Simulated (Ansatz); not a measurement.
Diatomic ZrIn, multiplicity 6 (lowest of 2S+1 = 2, 4, 6 at PBE0/def2-TZVPP; our sources give no spin for the ground state, which may be another). No spin–orbit coupling.

Seven points along R, fitted to fifth degree in 1/R; most abundant isotopes. Runs in def2 and cc sets follow the lowest solution found near the PBE0 minimum.

Programs: Ansatz (a first-principles code). Values without a source in brackets are computed. In def2 rows elements past Kr take small-core potentials, without spin–orbit coupling.

Energies at PBE0/def2-TZVPP:

```csv
R (Å),E (hartree)
2.591634,-237.05176688
2.661302,-237.05519841
2.725396,-237.05682466
2.797850,-237.05727086
2.870305,-237.05656903
2.953906,-237.05469444
3.051440,-237.05149486
```

**Question.** With a reduced mass of 50.4393 u, find the minimum, the force constant and the constants.

**Answer.** A fifth-degree polynomial in 1/R puts the minimum at r_e = 2.7867 Å with force constant 98.9 N/m. Then ω_e = (1/2πc)√(k/μ) = 182 cm⁻¹ and B_e = h/(8π²cμr_e²) = 0.04304 cm⁻¹; the cubic and quartic terms give α_e = 0.00015 and ω_e x_e = 0.50 cm⁻¹.
